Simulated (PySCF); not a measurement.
Method: PySCF 2.14.0 with PBE-D3(BJ)/def2-TZVP // BP86-D3(BJ)/def2-SVP. All species are isolated molecules in the gas phase. One relaxed conformer stands for a flexible species; it need not be the lowest. 

Reference species: [V(=O)(OH)3] (neutral, multiplicity 1).

| Quantity | Value |
|---|---|
| coordination number | 4 |
| HOMO–LUMO gap | 4.19 eV |
| charge on the central atom (Mulliken) | 1.25 e |

Changed species: [Mo(=O)(OH)4] (M = Mo, oxo; the reference has M = V, oxo).

**Question.** Predict the effect on the coordination number, HOMO–LUMO gap and charge on the central atom (Mulliken).

**Answer.** the coordination number goes up by 1, to 5; the HOMO–LUMO gap falls by 1.17 eV, to 3.02 eV; the charge on the central atom (Mulliken) rises by 0.24 e, to 1.49 e.
